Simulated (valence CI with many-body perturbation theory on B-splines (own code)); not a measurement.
# Dy⁴⁵⁺: M1 decay

Level of theory: valence CI with perturbative core correlation (CI+MBPT): three valence electrons over a frozen Dirac-Fock core [Ar], radial functions for each j: 9 s, 9 p, 10 d, 8 f, 5 g, 3 h, 1 i, with the one-electron correlation potential Σ1 (screened to all orders), the two-electron term Σ2, the three-electron term Σ3, Breit, model QED; selected single and double excitations, second order for the rest (own B-spline code, finite nucleus).

No measured spectrum was set against this ion. As an estimate, large intervals hold to a few tenths of a per cent, small ones and those within an open d or f shell to about a per cent. Only levels of the ground parity were solved; by the run's estimate the other parity begins above the list, which can be wrong where configurations are misplaced.

Lines 1 to 50 of 55 in falling wavelength, among levels below 153.39 eV, chosen from the decays that carry over 1 % of a level's rate. Wavelengths and rates use the calculated energies. Weak lines are less certain than strong ones. Lines between different terms over intervals too small for the method are left out, as are lines whose strength nearly cancels. The highest levels of a list are the least certain.

Levels are named by their leading jj configuration (3d3/2^4 stands for four electrons in 3d with j = 3/2), which in mixed levels can hold well under half, so a name can repeat and another be missing. Letters in brackets count levels of one name in rising energy.

```csv
λ vac (Å),Upper,Lower,Type,A (s⁻¹),Branch %
21390,(3d3/2^2 3d5/2) J=9/2,(3d3/2^2 3d5/2) J=7/2,M1,7.87e-01,99.9
1474,(3d3/2^2 3d5/2) J=7/2,(3d3/2^2 3d5/2) J=5/2 [a],M1,4.60e+03,99.1
1136,(3d3/2 3d5/2^2) J=5/2 [b],(3d3/2 3d5/2^2) J=3/2 [a],M1,4.87e+03,1.0
607.8,(3d3/2 3d5/2^2) J=7/2 [b],(3d3/2 3d5/2^2) J=7/2 [a],M1,9.71e+03,2.5
605.7,(3d3/2^2 3d5/2) J=5/2 [b],(3d3/2^2 3d5/2) J=7/2,M1,4.88e+03,4.9
543.7,(3d3/2 3d5/2^2) J=3/2 [a],(3d3/2^2 3d5/2) J=5/2 [b],M1,1.52e+04,1.0
537.5,(3d3/2^2 3d5/2) J=5/2 [b],(3d3/2^2 3d5/2) J=3/2,M1,2.65e+04,26.6
520.5,(3d5/2^3) J=3/2,(3d3/2 3d5/2^2) J=3/2 [b],M1,3.13e+04,2.1
489.0,(3d3/2 3d5/2^2) J=3/2 [b],(3d3/2 3d5/2^2) J=1/2,M1,2.64e+04,3.1
447.8,(3d3/2 3d5/2^2) J=5/2 [a],(3d3/2^2 3d5/2) J=5/2 [b],M1,9.48e+04,13.4
445.7,(3d3/2 3d5/2^2) J=3/2 [b],(3d3/2 3d5/2^2) J=3/2 [a],M1,4.24e+04,5.0
429.3,(3d3/2^2 3d5/2) J=5/2 [b],(3d3/2^2 3d5/2) J=5/2 [a],M1,7.63e+03,7.6
383.5,(3d5/2^3) J=5/2,(3d3/2 3d5/2^2) J=3/2 [b],M1,6.73e+04,3.4
367.8,(3d3/2 3d5/2^2) J=5/2 [b],(3d3/2^2 3d5/2) J=5/2 [b],M1,2.06e+05,43.5
357.4,(3d5/2^3) J=9/2,(3d3/2 3d5/2^2) J=11/2,M1,4.73e+04,3.3
353.1,(3d3/2 3d5/2^2) J=7/2 [b],(3d3/2^2 3d5/2) J=5/2 [b],M1,3.94e+04,10.3
352.4,(3d3/2 3d5/2^2) J=7/2 [a],(3d3/2^2 3d5/2) J=7/2,M1,2.23e+05,19.2
347.7,(3d3/2^2 3d5/2) J=5/2 [a],(3d3/2^3) J=3/2,M1,6.02e+05,100.0
324.3,(3d3/2 3d5/2^2) J=9/2,(3d3/2^2 3d5/2) J=9/2,M1,4.24e+05,62.9
319.4,(3d3/2 3d5/2^2) J=9/2,(3d3/2^2 3d5/2) J=7/2,M1,2.50e+05,37.1
304.4,(3d5/2^3) J=3/2,(3d3/2 3d5/2^2) J=5/2 [b],M1,2.95e+04,2.0
299.3,(3d3/2 3d5/2^2) J=3/2 [a],(3d3/2^2 3d5/2) J=1/2,M1,1.50e+05,10.2
298.9,(3d3/2^2 3d5/2) J=3/2,(3d3/2^3) J=3/2,M1,5.04e+05,99.7
287.0,(3d5/2^3) J=9/2,(3d3/2 3d5/2^2) J=9/2,M1,5.75e+05,40.4
284.4,(3d3/2 3d5/2^2) J=7/2 [a],(3d3/2^2 3d5/2) J=5/2 [a],M1,9.36e+05,80.7
282.5,(3d3/2 3d5/2^2) J=1/2,(3d3/2^2 3d5/2) J=1/2,M1,8.64e+05,94.0
270.3,(3d3/2 3d5/2^2) J=3/2 [a],(3d3/2^2 3d5/2) J=3/2,M1,8.75e+05,59.4
270.0,(3d3/2^2 3d5/2) J=1/2,(3d3/2^3) J=3/2,M1,1.88e+05,99.4
265.2,(3d3/2 3d5/2^2) J=11/2,(3d3/2^2 3d5/2) J=9/2,M1,2.80e+05,99.4
265.2,(3d5/2^3) J=3/2,(3d3/2 3d5/2^2) J=5/2 [a],M1,5.35e+05,35.7
264.8,(3d5/2^3) J=9/2,(3d3/2 3d5/2^2) J=7/2 [a],M1,7.93e+05,55.6
259.2,(3d5/2^3) J=5/2,(3d3/2 3d5/2^2) J=7/2 [b],M1,2.05e+05,10.2
257.5,(3d3/2 3d5/2^2) J=5/2 [a],(3d3/2^2 3d5/2) J=7/2,M1,4.86e+04,6.9
256.5,(3d3/2 3d5/2^2) J=1/2,(3d3/2^2 3d5/2) J=3/2,M1,4.88e+04,5.3
252.1,(3d5/2^3) J=3/2,(3d3/2 3d5/2^2) J=1/2,M1,3.43e+05,22.9
251.8,(3d5/2^3) J=5/2,(3d3/2 3d5/2^2) J=5/2 [b],M1,3.73e+05,18.7
244.9,(3d3/2 3d5/2^2) J=3/2 [b],(3d3/2^2 3d5/2) J=5/2 [b],M1,5.03e+05,58.9
244.3,(3d3/2 3d5/2^2) J=5/2 [a],(3d3/2^2 3d5/2) J=3/2,M1,4.72e+05,66.6
240.1,(3d5/2^3) J=3/2,(3d3/2 3d5/2^2) J=3/2 [a],M1,5.44e+05,36.3
239.9,(3d3/2 3d5/2^2) J=3/2 [a],(3d3/2^2 3d5/2) J=5/2 [a],M1,4.20e+05,28.5
228.8,(3d3/2 3d5/2^2) J=5/2 [b],(3d3/2^2 3d5/2) J=7/2,M1,2.35e+05,49.5
225.4,(3d3/2 3d5/2^2) J=7/2 [b],(3d3/2^2 3d5/2) J=9/2,M1,1.45e+05,38.1
224.4,(3d5/2^3) J=5/2,(3d3/2 3d5/2^2) J=5/2 [a],M1,4.23e+05,21.2
223.1,(3d3/2 3d5/2^2) J=7/2 [b],(3d3/2^2 3d5/2) J=7/2,M1,1.46e+05,38.2
219.2,(3d3/2 3d5/2^2) J=5/2 [a],(3d3/2^2 3d5/2) J=5/2 [a],M1,8.10e+04,11.5
218.4,(3d3/2 3d5/2^2) J=5/2 [b],(3d3/2^2 3d5/2) J=3/2,M1,5.71e+03,1.2
206.1,(3d5/2^3) J=5/2,(3d3/2 3d5/2^2) J=3/2 [a],M1,5.86e+05,29.3
198.1,(3d3/2 3d5/2^2) J=5/2 [b],(3d3/2^2 3d5/2) J=5/2 [a],M1,1.82e+04,3.9
193.7,(3d3/2 3d5/2^2) J=7/2 [b],(3d3/2^2 3d5/2) J=5/2 [a],M1,3.85e+04,10.1
192.1,(3d3/2^2 3d5/2) J=5/2 [b],(3d3/2^3) J=3/2,M1,6.07e+04,60.8
```
